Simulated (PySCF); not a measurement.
Computed IR spectrum (relative IR intensity) of a molecule C2H6BNO. The structure is a stationary point at PBE-D3(BJ)/def2-SVP. The values are those of a single conformer. Level of theory: PBE-D3(BJ)/def2-SVP run with PySCF. No scaling factor is applied to the harmonic values.

ν (cm⁻¹): 351 (s), 532 (vw), 960 (w), 967 (m), 1070 (w), 1161 (m), 1317 (w), 1362 (w), 1412 (m), 1564 (vs), 2959 (m), 3017 (w), 3019 (vw), 3081 (vw), 3532 (w), 3645 (w) (against the strongest line: vs over 80 %, s over 45 %, m over 15 %, w over 4 %, vw less)

### Question
Identify the compound among the candidates.
A) NB1CCO1
B) C=CB(N)O
C) BO.CC#N
D) NB1COC1

### Answer
A, NB1CCO1
